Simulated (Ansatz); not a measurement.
Molecule: C$_{6}$H$_{11}$, charge 0, multiplicity 2. It need not be the lowest isomer of its formula. 
Coordinates optimised at B3LYP-D3(BJ)/def2-TZVP (Ansatz, a program for electronic structure):
SMILES: C1C[C](C)CC1
```xyz
17

C      2.0943    -0.8117     0.1897
C      0.6976    -0.3189     0.1350
C     -0.3972    -0.9705    -0.6471
C     -1.6511    -0.1632    -0.2701
C     -1.1106     1.2526    -0.0182
C      0.2621     1.0211     0.6430
H      2.6977    -0.4390    -0.6542
H      2.6037    -0.4849     1.1008
H      2.1416    -1.9031     0.1477
H     -0.2090    -0.8974    -1.7320
H     -0.4947    -2.0405    -0.4346
H     -2.4288    -0.1923    -1.0342
H     -2.0797    -0.5651     0.6520
H     -0.9723     1.7656    -0.9739
H     -1.7813     1.8645     0.5859
H      0.9797     1.8166     0.4086
H      0.1726     1.0188     1.7403
```
Charge 0, spin multiplicity 2.

Computed values are from Ansatz. Valence correlation only, unless marked. UHF or UKS for open shells. No spin-orbit coupling. No relativistic terms. CBS marks a two-point X^-3 extrapolation of the correlation energy; Hartree-Fock from the larger set. The bracket is a focal-point correction in the basis named.

The atomisation energy De comes out as 6929.6 kJ/mol at RI-MP2/CBS(cc-pVTZ,cc-pVQZ)+[CCSD(T)-MP2]/cc-pVTZ. The total energy is -234.8869 Eh at RI-MP2/CBS(cc-pVTZ,cc-pVQZ)+[CCSD(T)-MP2]/cc-pVTZ, the dipole moment comes out as 0.09 D at CCSD(T)/aug-cc-pVDZ and the T1 diagnostic comes out as 0.011 at CCSD/cc-pVTZ.
